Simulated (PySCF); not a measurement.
A structure optimised at PBE-D3(BJ)/def2-SVP, used in a PySCF frequency run:

```xyz
16

Si     3.1012    -0.2533     0.0090
Si     1.1892     0.4028     1.2137
Si    -0.5649     0.7947    -0.3012
C     -2.3101     0.8432     0.4628
C     -2.9287    -0.2893     0.0145
Si    -1.6673    -1.1104    -1.1460
H      3.5086     0.8437    -0.9391
H      2.7861    -1.4857    -0.7976
H      4.2601    -0.5566     0.9215
H      1.5038     1.6255     2.0407
H      0.7787    -0.7067     2.1491
H     -0.2075     1.9424    -1.2144
H     -2.7806     1.5673     1.1550
H     -3.9532    -0.5831     0.3130
H     -2.0721    -1.1521    -2.5972
H     -1.2062    -2.4906    -0.7510
```
Charge 0, spin multiplicity 1.

Write its SMILES and formula.

[SiH3][SiH2][Si@@H]1C=C[SiH2]1, C2H10Si4

What are its rotational constants (standard atomic weights)?

2.8544, 0.73162, 0.64029 GHz
